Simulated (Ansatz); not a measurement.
Cost and result up the ladder for Al₃P₃H₁₂, a cluster cut from zinc blende AlP (hydrogen-capped) (18 atoms). Total charge 0; singlet. Geometry: PBE-D4/def2-SVP.

Cartesian coordinates in Å:
```
Al -1.202 -0.328 2.222
Al 2.545 0.117 0.052
Al -1.198 1.361 -1.790
P -2.136 -0.031 -0.015
P 1.022 0.344 -1.844
P 1.018 -1.080 1.536
H -1.962 -1.535 2.951
H -1.019 1.137 2.840
H 3.749 -0.857 -0.356
H 2.729 1.582 0.670
H -1.956 1.040 -3.164
H -1.015 2.827 -1.173
H -2.432 -1.322 -0.560
H -3.486 0.409 0.168
H 0.925 -0.924 -2.502
H 1.753 1.030 -2.866
H 0.920 -2.437 1.088
H 1.746 -1.333 2.743
```

Ansatz on 4 threads of Arm Neoverse V2 on a shared host. Times are rough, and most runs start from the orbitals of an earlier one. PBE0-D4/def2-TZVP serves as the yardstick here, not as an exact answer. Differences are given only for rows in sets of like size (and for xTB, whose basis is part of the method), since another set adds its own error. Binding counts from free atoms at the same level (Al doublet, P quartet, H doublet; other spins of the atoms weren't run), without zero-point energy or a counterpoise term.

Correlated methods freeze 30 core orbitals. The rows differ in basis, and correlated rows in double-zeta sets carry the largest basis error.

Correlated methods converge slowly with the basis, most of all in double-zeta sets.

```csv
level,functions,wall time
HF/STO-3G,66,0.25 s
PBE-D4/def2-SVP,168,2.1 s
PBE0-D4/def2-SVP,168,2.8 s
BLYP-D4/def2-TZVP,294,4 s
HF/def2-TZVP,294,4.9 s
PBE-D4/def2-TZVP (with forces),294,4.9 s
MP2/def2-TZVP,294,6 s
PBE0-D4/def2-TZVP,294,9 s
r2SCAN-D4/def2-TZVP,294,9 s
CCSD(T)/def2-SVP,168,21 s
```

(1) Estimate what each level gives for the binding energy per atom (eV).

Answers

(1) 
| level | binding energy per atom (eV) | difference from PBE0-D4/def2-TZVP (eV) |
| --- | --- | --- |
| HF/STO-3G | 3.18 | – |
| PBE-D4/def2-SVP | 2.73 | – |
| PBE0-D4/def2-SVP | 2.72 | – |
| BLYP-D4/def2-TZVP | 2.72 | 0.01 |
| HF/def2-TZVP | 2.01 | -0.70 |
| PBE-D4/def2-TZVP (with forces) | 2.72 | 0.00 |
| MP2/def2-TZVP | 2.56 | -0.16 |
| PBE0-D4/def2-TZVP | 2.72 | 0.00 |
| r2SCAN-D4/def2-TZVP | 2.75 | 0.03 |
| CCSD(T)/def2-SVP | 2.55 | – |
